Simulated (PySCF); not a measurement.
## Spin-orbit coupling and the third ionisation energy along the 3d series

Two-component X2C-1e calculated with PySCF 2.14: MP2 on generalised Hartree-Fock spinors (GMP2), with spin-orbit coupling off and on (screened by Boettger's factors); no Breit or QED terms. Values in eV; the references (NIST) lie between the lowest levels. Elements whose determinants are no pure J levels are left out.

```
                          element        configurations  spin-free  with spin-orbit   shift        reference
Sc (x2c-QZVPPall-2c, [Ne] frozen)       [Ar] 3d1 → [Ar]     24.371           24.388   0.017           24.757
Fe (x2c-QZVPPall-2c, [Ne] frozen)   [Ar] 3d6 → [Ar] 3d5     30.495           30.547   0.052   30.651 ± 0.012
Co (x2c-QZVPPall-2c, [Ne] frozen)   [Ar] 3d7 → [Ar] 3d6     33.552           33.578   0.027  33.5 ± 0.06 (s)
Ni (x2c-QZVPPall-2c, [Ne] frozen)   [Ar] 3d8 → [Ar] 3d7     35.460           35.442  -0.018   35.187 ± 0.019
Cu (x2c-QZVPPall-2c, [Ne] frozen)   [Ar] 3d9 → [Ar] 3d8     37.337           37.266  -0.071   36.841 ± 0.012
Zn (x2c-QZVPPall-2c, [Ne] frozen)  [Ar] 3d10 → [Ar] 3d9     40.499           40.352  -0.146           39.723
```

The largest shift is at Zn, -0.146 eV, where spin-orbit coupling lowers the species with fewer electrons by more than the one with more (starting occupations closed and 3d3/2^4 3d5/2^5).

What remains against the references is mostly the basis and correlation beyond MP2. References marked (s) are semi-empirical, (t) theoretical.
